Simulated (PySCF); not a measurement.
Zn(F)(NMe2) (C₂H₆FNZn), SMILES C[N](C)[Zn][F].

The structure is a stationary point at B3LYP-D3(BJ)/def2-SVP. The structure was generated by enumeration; whether it is a known compound was not checked. Other conformers were not sampled.

Computed with B3LYP-D3(BJ)/def2-SVP in PySCF 2.14.0.

Frequencies are harmonic and unscaled.

Computed normal modes with their intensities:
```json
[
 {"mode": "1", "ν (cm⁻¹)": "92", "IR (km/mol)": "8.7", "moving atoms (share of kinetic energy)": "F 49 %, C 21 %, Zn 18 %, H 11 %"},
 {"mode": "2", "ν (cm⁻¹)": "96", "IR (km/mol)": "0.3", "moving atoms (share of kinetic energy)": "H 38 %, F 23 %, N 19 %, Zn 10 %, C 9 %"},
 {"mode": "3", "ν (cm⁻¹)": "137", "IR (km/mol)": "23.7", "moving atoms (share of kinetic energy)": "Zn 32 %, F 26 %, N 21 %, H 19 %"},
 {"mode": "4", "ν (cm⁻¹)": "235", "IR (km/mol)": "0.0", "moving atoms (share of kinetic energy)": "H 97 %"},
 {"mode": "5", "ν (cm⁻¹)": "249", "IR (km/mol)": "13.5", "moving atoms (share of kinetic energy)": "C 34 %, Zn 25 %, N 19 %, H 16 %"},
 {"mode": "6", "ν (cm⁻¹)": "266", "IR (km/mol)": "11.5", "moving atoms (share of kinetic energy)": "H 68 %, N 26 %"},
 {"mode": "7", "ν (cm⁻¹)": "315", "IR (km/mol)": "1.0", "moving atoms (share of kinetic energy)": "C 46 %, H 30 %, Zn 13 %"},
 {"mode": "8", "ν (cm⁻¹)": "539", "IR (km/mol)": "0.9", "moving atoms (share of kinetic energy)": "C 31 %, N 26 %, H 23 %, F 18 %"},
 {"mode": "9", "ν (cm⁻¹)": "715", "IR (km/mol)": "67.3", "moving atoms (share of kinetic energy)": "F 60 %, Zn 31 %"},
 {"mode": "10", "ν (cm⁻¹)": "1004", "IR (km/mol)": "79.8", "moving atoms (share of kinetic energy)": "C 40 %, H 34 %, N 24 %"},
 {"mode": "11", "ν (cm⁻¹)": "1087", "IR (km/mol)": "2.5", "moving atoms (share of kinetic energy)": "H 72 %, C 25 %"},
 {"mode": "12", "ν (cm⁻¹)": "1113", "IR (km/mol)": "1.1", "moving atoms (share of kinetic energy)": "H 80 %, C 19 %"},
 {"mode": "13", "ν (cm⁻¹)": "1154", "IR (km/mol)": "1.4", "moving atoms (share of kinetic energy)": "H 71 %, C 19 %, N 10 %"},
 {"mode": "14", "ν (cm⁻¹)": "1237", "IR (km/mol)": "82.6", "moving atoms (share of kinetic energy)": "N 57 %, C 32 %, H 11 %"},
 {"mode": "15", "ν (cm⁻¹)": "1283", "IR (km/mol)": "21.5", "moving atoms (share of kinetic energy)": "H 40 %, N 36 %, C 24 %"},
 {"mode": "16", "ν (cm⁻¹)": "1433", "IR (km/mol)": "5.4", "moving atoms (share of kinetic energy)": "H 88 %, C 12 %"},
 {"mode": "17", "ν (cm⁻¹)": "1445", "IR (km/mol)": "4.0", "moving atoms (share of kinetic energy)": "H 97 %"},
 {"mode": "18", "ν (cm⁻¹)": "1448", "IR (km/mol)": "6.2", "moving atoms (share of kinetic energy)": "H 95 %"},
 {"mode": "19", "ν (cm⁻¹)": "1463", "IR (km/mol)": "21.8", "moving atoms (share of kinetic energy)": "H 85 %, C 15 %"},
 {"mode": "20", "ν (cm⁻¹)": "1485", "IR (km/mol)": "21.3", "moving atoms (share of kinetic energy)": "H 96 %"},
 {"mode": "21", "ν (cm⁻¹)": "1501", "IR (km/mol)": "0.6", "moving atoms (share of kinetic energy)": "H 95 %"},
 {"mode": "22", "ν (cm⁻¹)": "2917", "IR (km/mol)": "75.2", "moving atoms (share of kinetic energy)": "H 96 %"},
 {"mode": "23", "ν (cm⁻¹)": "2924", "IR (km/mol)": "177.1", "moving atoms (share of kinetic energy)": "H 95 %"},
 {"mode": "24", "ν (cm⁻¹)": "2971", "IR (km/mol)": "140.0", "moving atoms (share of kinetic energy)": "H 92 %"},
 {"mode": "25", "ν (cm⁻¹)": "2978", "IR (km/mol)": "5.5", "moving atoms (share of kinetic energy)": "H 91 %, C 9 %"},
 {"mode": "26", "ν (cm⁻¹)": "3076", "IR (km/mol)": "33.8", "moving atoms (share of kinetic energy)": "H 91 %, C 9 %"},
 {"mode": "27", "ν (cm⁻¹)": "3077", "IR (km/mol)": "25.0", "moving atoms (share of kinetic energy)": "H 91 %, C 9 %"}
]
```
